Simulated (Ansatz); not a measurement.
Diatomic Br2, closed-shell singlet (the spin of the measured ground state). No spin–orbit coupling. Br is treated without relativity.

D_e counts from the fitted minimum to each atom's lowest state at the same level, without counterpoise. The singlet is restricted.

Correlated levels freeze the inner cores; with def2 sets outer-core shells near the valence are correlated too. CBS: X⁻³ extrapolation of the correlation energy, Hartree–Fock from the larger set.

The values were computed with Ansatz (a first-principles code). 

Q: Give the bond energy D_e at the level wB97M-V/def2-TZVPP.

A: 49.2 kcal/mol

Q: Predict the bond energy D_e from BHLYP/def2-TZVPP.

A: 41.8 kcal/mol

Q: What is the computed bond energy D_e (CCSD(T)/CBS(def2-TZVPP, def2-QZVPP))?

A: 52.9 kcal/mol
